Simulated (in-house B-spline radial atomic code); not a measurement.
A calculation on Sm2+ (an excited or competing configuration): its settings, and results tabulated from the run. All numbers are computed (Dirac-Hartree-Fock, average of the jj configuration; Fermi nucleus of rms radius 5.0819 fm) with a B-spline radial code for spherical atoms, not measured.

In the input, a minus or plus after the letter marks the j = l - 1/2 or j = l + 1/2 subshell.

Command:
```bash
python run_scf.py task.json out
```
Settings (nuclear radius in fm, mass in u):
```
Z                62
configuration    1s2 2s2 2p6 3s2 3p6 3d10 4s2 4p6 4d-3 4d+6 4f-5 4f+1 5s2 5p6 6g+1
hamiltonian      dirac
method           hf
spin_polarised   False
nucleus          fermi
rms_radius       5.0819
atomic_mass      151.91974
speed_of_light   137.035999084
```

Output (hartree, bohr):
```
 radial grid: 81 intervals, B-splines of order 8, outer radius 60 bohr

 iter        energy (Eh)    residual
    1      -10390.098141    6.96e-01
    2      -10406.639665    7.91e-01
    3      -10421.801088    2.27e-01
    4      -10422.826271    7.62e-02
    5      -10422.924362    2.00e-02
    6      -10422.932324    1.24e-02
    7      -10422.935860    1.65e-03
    8      -10422.935907    5.25e-04
    9      -10422.935913    3.48e-05
   10      -10422.935913    3.14e-06
   11      -10422.935913    1.49e-07

 total energy                    -10422.93591
 kinetic                           11299.8996
 electron-nucleus                 -25477.7441
 electron-electron                  3754.9086

 first-order corrections (not in the total)
   Gaunt                            10.3855
   retardation                      -1.0888
   frequency dependence             -0.1339
   self-energy                       7.2301
   Uehling                          -1.1322
   Wichmann-Kroll                    0.0339
   recoil                            0.0245

 orbital      occ     eigenvalue          <r>       <r^2>       <1/r>     <1/r^2>       r_max    small
 1s1/2      2.000     -1732.5420    0.0227386 0.000704669     68.8099     10695.5     0.01449  5.31e-02
 2s1/2      2.000      -288.4402    0.0963903   0.0110295     16.3742     1335.81     0.08222  1.17e-02
 2p1/2      2.000      -272.7620    0.0808111  0.00806545     16.3122     423.666     0.06244  1.17e-02
 2p3/2      4.000      -250.5640    0.0873949   0.0093016     14.5516      288.57     0.06804  1.09e-02
 3s1/2      2.000       -65.9655     0.253501   0.0735688      5.9716     286.314      0.2332  3.69e-03
 3p1/2      2.000       -59.2366     0.243626   0.0690152     5.87225     91.3586      0.2207  3.62e-03
 3p3/2      4.000       -54.6031     0.255969   0.0759863     5.43531     63.2345      0.2324  3.41e-03
 3d3/2      4.000       -43.0887     0.228684   0.0616292     5.28297     34.9648      0.1859  3.25e-03
 3d5/2      6.000       -42.0578     0.231811   0.0631114     5.18553     33.3544      0.1889  3.20e-03
 4s1/2      2.000       -14.8278     0.577647    0.376185     2.46811      66.575      0.5387  1.14e-03
 4p1/2      2.000       -12.1534     0.592669     0.39922     2.35999     20.7727      0.5454  1.06e-03
 4p3/2      4.000       -11.1173     0.618894    0.435018     2.22189     14.5852      0.5694  9.98e-04
 4d3/2      3.000        -6.8646     0.661628    0.507592     2.00495     7.31799      0.5826  8.43e-04
 4d5/2      6.000        -6.4374     0.671167    0.521423     1.96231     6.87143      0.5901  8.15e-04
 4f5/2      5.000        -1.5294     0.865049    0.944178      1.4783     2.83041       0.604  4.93e-04
 4f7/2      1.000        -1.5017     0.871142    0.957696     1.46713     2.78379      0.6087  4.87e-04
 5s1/2      2.000        -2.9380      1.39425      2.1783    0.944942     11.1579       1.255  2.36e-04
 5p1/2      2.000        -2.1123      1.53388     2.65128    0.852301     3.23843       1.358  1.98e-04
 5p3/2      4.000        -1.9352       1.6158     2.93999    0.799852     2.24094       1.427  1.78e-04
 6g9/2      1.000        -0.1251      14.6424     241.319   0.0835942  0.00934707       15.57  3.35e-06
```

Run time, properties included: 3.7 s on 1 thread of x86-64 server CPU (shared host).

For the Dirac Hamiltonian the kinetic term is c α·p + (β - 1)c².
